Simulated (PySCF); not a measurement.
SMILES [OH][Cd][Cl] (HCdClO) at its CAM-B3LYP/def2-SVP optimised geometry (Å):

```
4

Cd     0.0501     0.3262     0.0000
Cl     2.3215     0.3262     0.0000
O     -1.9003     0.4333     0.0000
H     -2.3215    -0.4333     0.0569
```

Computed with CAM-B3LYP/def2-TZVP, def2 effective core potentials past Kr in PySCF 2.14.0. The core electrons that the potentials of Cd replace are not part of the density. Cells within 0.4 Å of a nucleus heavier than hydrogen are left out (blank, or x).

Map of the log10 of the electron density (e/bohr³), floored at −4 on the plane z = 0.0 Å:

```
|0000000000000000000000000000000|
|0000000000000000000000000000000|
|0000000000000000000000000000000|
|0000000000000000000000000000000|
|0000000000000000000000000000000|
|0000000000000000000000000000000|
|0000000000000000000111111100000|
|0000001111111112222222222211000|
|0000012222222233333333333321100|
|0000123344333344443344444432110|
|0001234555544455554455555543210|
|0002345666655667765566676654321|
|0012346788766789876667777654321|
|00123568xx87689xx87677xx8765321|
|00124568xx8778xxx97677xxx765421|
|001235678876689x987677xx7765321|
|0012356777666788876667777654321|
|0002346776555566665556666554321|
|0001245555444455554455555443210|
|0001233444333344433344444332100|
|0000122332222233332233333221100|
|0000001111111122211122222110000|
|0000000000000000000011111000000|
|0000000000000000000000000000000|
|0000000000000000000000000000000|
|0000000000000000000000000000000|
|0000000000000000000000000000000|
|0000000000000000000000000000000|
|0000000000000000000000000000000|
|0000000000000000000000000000000|
|0000000000000000000000000000000|
```
Scale: ten equal steps from -4.00 (start of '0') to 0.408 (end of '9'), in the order '0123456789'; x runs from -4.50 to 4.50, y from -4.50 (bottom) to 4.50 (top).
